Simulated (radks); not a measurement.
Results of a calculation; reference values are marked as such.
Species: Nb V. Configuration: [Ar] 3d10 4s2 4p5 4d2 (not the ground configuration).

Code: a radial shooting solver on a logarithmic mesh with Libxc functionals. Model: scalar-relativistic Kohn-Sham, BLYP, spin-polarised, spherical densities, finite nucleus; open shells are filled with parallel spins first (spin-orbit coupling, left out, can overturn this in heavy ions); Fermi nuclear charge, rms radius 4.324 fm.

Energy parts (hartree):
total: -3815.83845
kinetic: 3929.16791
electron-nucleus: -9126.10010
Hartree: 1498.84847
exchange-correlation: -117.75473

Orbitals (lengths in bohr, moments of r in powers of bohr):
orbital  occ.  eigenvalue (hartree)      <r>     <r^2>
1s up       1             -693.1856  0.03609  0.001757
1s down     1             -693.1797  0.03609  0.001757
2s up       1             -98.55380   0.1580   0.02944
2s down     1             -98.53976   0.1580   0.02944
2p up       3             -88.21369   0.1377   0.02318
2p down     3             -88.20009   0.1377   0.02317
3s up       1             -17.95487   0.4432    0.2251
3s down     1             -17.94205   0.4431    0.2250
3p up       3             -14.57559   0.4457    0.2313
3p down     3             -14.56124   0.4456    0.2311
3d up       5              -9.04929   0.4326    0.2256
3d down     5              -9.03099   0.4322    0.2251
4s up       1              -3.90574    1.131     1.443
4s down     1              -3.80534    1.128     1.439
4p up       3              -2.99251    1.242     1.755
4p down     2              -2.88928    1.243     1.762
4d up       2              -1.67635    1.578     2.884
4d down     0              -1.58275    1.611     3.020

The highest occupied level is 4d up at -45.616 eV. The spin density at the nucleus is -2.034 e/bohr^3 (1s -0.415, 2s -0.375, 3s 0.410, 4s -1.655). Summed over all electrons, <r^2> = 21.73 bohr^2, which gives a Langevin (diamagnetic) susceptibility term of -17.2 x 10^-6 cm^3/mol.
